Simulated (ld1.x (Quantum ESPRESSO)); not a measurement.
**Transferability test, RRKJ potential for Cu (Z = 29)**

- Element: copper (Cu)
- Generator: ld1.x (Quantum ESPRESSO) 7.5
- Type: norm-conserving RRKJ (Kleinman–Bylander form)
- Functional: BP86
- Relativity: fully relativistic
- Frozen core: [Ne]
- Valence charge: 19
- Reference configuration: 3s2 3p6 3d10 4s1 4p0
- Partial waves: 3p (bound): rc 0.60 bohr; 3d (bound): rc 0.95 bohr; 3s (bound): rc 1.10 bohr
- Local potential: the s channel
- Core correction: none
- rho0: 0.02

Open shells are filled in proportion to 2j + 1 (rel_dist='average').

Occupied shells without a wave of their own: 4s. They enter only through the test configuration that unscreens the potential.

Energies are relative to the spin-unpolarised reference configuration 3s2 3p6 3d10 4s1 4p0; without spin polarisation the order of configurations can differ from experiment.

| valence configuration | charge | ΔE all-electron (eV) | error AE − PS (meV) |
| --- | --- | --- | --- |
| 3s2 3p6 3d10 4s0 4p0 | +1 | 8.301 | -886 |
| 3s2 3p6 3d8 4s0 4p0 | +3 | 68.829 | -1950 |
| 3s2 3p6 3d9 4s2 4p0 | 0 | 1.942 | +868 |
| 3s2 3p5 3d10 4s1 4p0 | +1 | 79.697 | +61 |
| 3s1 3p6 3d10 4s1 4p0 | +1 | 122.358 | +42 |

(1) What are ΔE and the potential's error for 3s2 3p6 3d9 4s0 4p0?

(2) What are ΔE and the potential's error for 3s2 3p6 3d9 4s1 4p1?

Levels in the configuration 3s1 3p6 3d10 4s1 4p0:

| level | all-electron (eV) | pseudo (eV) |
| --- | --- | --- |
| 3s j=1/2 | -130.746 | -130.651 |
| 3p j=1/2 | -89.830 | -89.739 |
| 3p j=3/2 | -87.204 | -87.107 |
| 3d j=3/2 | -20.169 | -20.147 |
| 3d j=5/2 | -19.867 | -19.843 |
| 4s j=1/2 | -13.873 | -14.996 |

The potential misses its own reference levels by up to 0.7 eV.

Results:

(1) ΔE = 29.737 eV all-electron; the error (AE − PS) is -1386 meV.

(2) ΔE = 6.831 eV all-electron; the error (AE − PS) is +148 meV.

ld1.x printed “convergence not achieved” for 4 of the counted tests; their residual had stalled under 1e-8, short of the target of 1e-14. The 4s level has no wave, so the channel is fitted at the deeper level alone: the likely source of the large errors.
